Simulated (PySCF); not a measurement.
BFH4O3Si, SMILES OB(O)O[SiH2]F.

Coordinates come from a PBE0-D3(BJ)/def2-SVP optimisation. The structure was generated by enumeration, and PubChem lists no compound with its InChIKey, so it may never have been made. The values are those of a single conformer.

These are TDDFT-PBE/def2-SVPD (PySCF) values and carry that method's errors.

Vertical excitations. The molecule is in vacuum.

Computed lowest excited states:
```csv
state,energy (eV),λ (nm),f,main pairs
S1,6.89,180,0.000,HOMO→LUMO 100 %
S2,7.04,176,0.005,HOMO−1→LUMO 99 %
S3,7.18,173,0.010,HOMO→LUMO+1 99 %
S4,7.34,169,0.003,HOMO−1→LUMO+1 99 %
S5,7.40,168,0.003,HOMO−2→LUMO 99 %
S6,7.79,159,0.043,HOMO−2→LUMO+1 93 %
S7,7.87,158,0.009,"HOMO→LUMO+2 68 %, HOMO−3→LUMO 28 %"
S8,7.88,157,0.008,"HOMO−3→LUMO 62 %, HOMO→LUMO+2 31 %"
S9,8.01,155,0.063,"HOMO−4→LUMO 66 %, HOMO→LUMO+3 29 %"
S10,8.02,155,0.031,"HOMO→LUMO+3 71 %, HOMO−4→LUMO 26 %"
T1,6.76,183,0,HOMO→LUMO 99 %
T2,6.84,181,0,HOMO−1→LUMO 98 %
T3,7.08,175,0,HOMO−1→LUMO+1 97 %
T4,7.12,174,0,HOMO→LUMO+1 99 %
```
Triplets are in the Tamm–Dancoff approximation, which puts them higher than full response would, so one can lie above its singlet here.
